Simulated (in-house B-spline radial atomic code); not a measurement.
A calculation on Cs V (Cs4+) (an excited or competing configuration): its settings, and results tabulated from the run. Computed with a radial B-spline atomic code at the basis-set limit: scalar-relativistic (X2C) Hartree-Fock with fractional occupations, spin-polarised, spherical fractional occupations, Fermi nucleus of rms radius 4.8041 fm.

In the input, 3d5,1 would mean five up and one down electron.

Command:
```bash
python run_scf.py task.json out
```
Settings (nuclear radius in fm, mass in u):
```
Z                55
configuration    1s2 2s2 2p6 3s2 3p6 3d10 4s2 4p6 4d10 5s2 5p1,1 6p0,1
hamiltonian      x2c
method           hf,
spin_polarised   True
nucleus          fermi
rms_radius       4.8041
atomic_mass      132.90545
speed_of_light   137.035999084
```

Output (hartree, bohr):
```
 radial grid: 73 intervals, B-splines of order 8, outer radius 40.8511 bohr

 iter        energy (Eh)    residual
    1       -7763.590893    6.62e-01
    2       -7774.797368    3.83e-01
    3       -7777.591899    1.18e-01
    4       -7777.829354    3.66e-02
    5       -7777.850187    1.21e-02
    6       -7777.853839    1.12e-03
    7       -7777.853855    3.42e-04
    8       -7777.853856    2.66e-05
    9       -7777.853856    1.69e-06
   10       -7777.853856    1.58e-07

 total energy                     -7777.85386
 kinetic                            8286.3978
 electron-nucleus                 -18829.1968
 Hartree                            2954.4325
 exact exchange                     -189.4874

 orbital      occ     eigenvalue          <r>       <r^2>       <1/r>       r_max
 1s up      1.000     -1330.6820    0.0254716 0.000890242     62.6237     0.01604
 1s down    1.000     -1330.6832    0.0254717 0.000890243     62.6237     0.01604
 2s up      1.000      -214.1396     0.111428   0.0147135     14.3167     0.09465
 2s down    1.000      -214.1402     0.111428   0.0147136     14.3167     0.09465
 2p up      3.000      -192.1918    0.0979172   0.0117221     13.0738     0.07587
 2p down    3.000      -192.1930    0.0979169   0.0117221     13.0738     0.07587
 3s up      1.000       -47.6344     0.297281    0.101121     5.09064      0.2718
 3s down    1.000       -47.6357     0.297281    0.101121      5.0907      0.2718
 3p up      3.000       -40.3799     0.295466    0.101304     4.71851      0.2661
 3p down    3.000       -40.3816     0.295461      0.1013     4.71863      0.2661
 3d up      5.000       -29.6754     0.272593   0.0876648     4.43341      0.2203
 3d down    5.000       -29.6763     0.272594   0.0876659      4.4334      0.2203
 4s up      1.000       -11.1616     0.693999    0.542661     2.03695      0.6421
 4s down    1.000       -11.1647     0.693942     0.54259     2.03727      0.6421
 4p up      3.000        -8.7305     0.737899    0.618196     1.85282      0.6724
 4p down    3.000        -8.7339     0.737808    0.618067      1.8532      0.6723
 4d up      5.000        -5.0735     0.828391    0.794022     1.58611      0.7201
 4d down    5.000        -5.0756     0.828627    0.794504     1.58573      0.7201
 5s up      1.000        -2.8151      1.63402     2.97577    0.804312       1.501
 5s down    1.000        -2.8254      1.63055     2.96286    0.806258       1.499
 5p up      1.000        -1.9290      1.86622     3.89255    0.690187        1.69
 5p down    1.000        -1.9379      1.86199     3.87702    0.692548       1.686
 6p down    1.000        -0.8237      3.96655     17.4048    0.321532       3.801
```

Run time, properties included: 0.2 s on 1 thread of Arm Neoverse V2, on a shared host.

Caution: exact exchange at fractional occupations of open shells leaves self-interaction of up to several eV.

One-electron X2C: radii and densities carry no picture-change correction, so inner-shell <1/r> comes out high (for 1s by about 2 % at Z = 33, 5 % at 54, 10 % at 75, 30 % at 118) and <r> low.
